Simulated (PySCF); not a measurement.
Job file and geometry (Å, from GFN2-xTB) of an NMR shielding run on `InChI=1S/C3H11BOSi3/c1-2-3-4-7-5-8-6/h4H,7-8H2,1,6H3`, PySCF 2.14.0, density-fitted response routines, GIAO PBE0/pcSseg-1 NMR shielding, non-relativistic, gas phase; density fitting, a coarse starting grid and PySCF grid level 2 are the driver's defaults:

```
$ OMP_NUM_THREADS=1 python probes_run.py task.json out

{"job": {"kind": "nmr", "xc": "PBE0", "basis": "pcSseg-1"}, "charge": 0, "multiplicity": 1}
C      4.786981     0.617457    -0.036061
C      3.349859     0.491654    -0.065782
C      2.143586     0.373710    -0.089945
B      0.665873     0.206993    -0.106227
Si    -0.125280    -1.449118     0.585355
O     -1.744608    -1.470594     0.352019
Si    -3.271943    -1.000651     0.106185
Si    -3.447060     1.278557     0.374731
H      5.191927     0.109385     0.839645
H      5.204370     0.153790    -0.930405
H      5.084092     1.666321    -0.014638
H      0.016546     1.092708    -0.528479
H      0.300694    -2.709175    -0.052209
H      0.015111    -1.650506     2.041773
H     -3.592323    -1.467557    -1.250594
H     -4.058859    -1.798298     1.056002
H     -4.843210     1.682273     0.586002
H     -2.991212     2.055721    -0.787937
H     -2.694347     1.826581     1.513666
```

Problem. Write the output of this run.

Solution. 
```
coarse grid: 17128 points
cycle   1  E = -1088.5939066498  dE =  6.798e-01  |g| = 8.304e-01  |ddm| = 4.160e+00
cycle   2  E = -1088.3392271163  dE =  2.547e-01  |g| = 1.401e+00  |ddm| = 2.241e+00
cycle   3  E = -1088.7214563721  dE = -3.822e-01  |g| = 1.394e-01  |ddm| = 1.667e+00
cycle   4  E = -1088.7247861732  dE = -3.330e-03  |g| = 7.568e-02  |ddm| = 2.130e-01
cycle   5  E = -1088.7259861679  dE = -1.200e-03  |g| = 4.185e-02  |ddm| = 1.000e-01
cycle   6  E = -1088.7264332867  dE = -4.471e-04  |g| = 5.135e-03  |ddm| = 3.540e-02
cycle   7  E = -1088.7264397858  dE = -6.499e-06  |g| = 1.444e-03  |ddm| = 6.558e-03
final grid: 150912 points
cycle   8  E = -1088.7814215586  dE = -2.096e-05  |g| = 8.384e-03  |ddm| = 3.090e-02
cycle   9  E = -1088.7814058932  dE =  1.567e-05  |g| = 1.247e-02  |ddm| = 1.980e-02
cycle  10  E = -1088.7814354848  dE = -2.959e-05  |g| = 1.376e-03  |ddm| = 1.194e-02
cycle  11  E = -1088.7814358978  dE = -4.130e-07  |g| = 4.050e-04  |ddm| = 1.444e-03
cycle  12  E = -1088.7814359305  dE = -3.267e-08  |g| = 1.791e-04  |ddm| = 4.064e-04
cycle  13  E = -1088.7814359386  dE = -8.116e-09  |g| = 2.759e-05  |ddm| = 1.652e-04
cycle  14  E = -1088.7814359389  dE = -2.308e-10  |g| = 9.573e-06  |ddm| = 4.306e-05
converged SCF energy = -1088.7814359389

GIAO shielding tensors (ppm)
atom      isotropic    diamagn.    paramagn.     s11        s22        s33       span
  0 C      176.560     253.027     -76.467    170.943    172.754    185.981     15.038
  1 C       -2.654     278.288    -280.941    -30.776      7.619     15.196     45.972
  2 C       83.830     257.336    -173.506    -17.937      1.026    268.401    286.338
  3 B       10.311     203.367    -193.057   -102.836     -1.556    135.325    238.161
  4 Si     382.118     880.576    -498.458    307.190    364.122    475.042    167.852
  5 O      347.837     401.246     -53.409    252.788    387.590    403.131    150.343
  6 Si     381.472     879.937    -498.465    318.972    357.087    468.358    149.385
  7 Si     471.729     880.966    -409.238    457.817    473.800    483.569     25.752
  8 H       28.990      28.184       0.806     24.457     27.522     34.991     10.533
  9 H       29.003      27.591       1.412     25.069     27.122     34.817      9.748
 10 H       29.006      27.238       1.768     24.424     27.267     35.327     10.903
 11 H       23.055      34.720     -11.666     15.535     25.820     27.809     12.274
 12 H       26.297      29.635      -3.338     22.043     25.920     30.927      8.884
 13 H       26.278      29.963      -3.685     22.156     25.954     30.723      8.567
 14 H       25.954      28.641      -2.687     22.406     24.868     30.588      8.182
 15 H       25.992      27.462      -1.470     22.169     24.971     30.838      8.669
 16 H       28.477      28.282       0.194     25.373     25.805     34.252      8.879
 17 H       28.013      30.521      -2.508     25.138     25.877     33.023      7.885
 18 H       28.131      30.612      -2.480     25.259     26.316     32.819      7.560
```

Size and cost of the density-fitted run: 212 basis functions, 84 s wall time on 1 thread of an Arm Neoverse V1, shared host; peak memory 0.95 GiB.
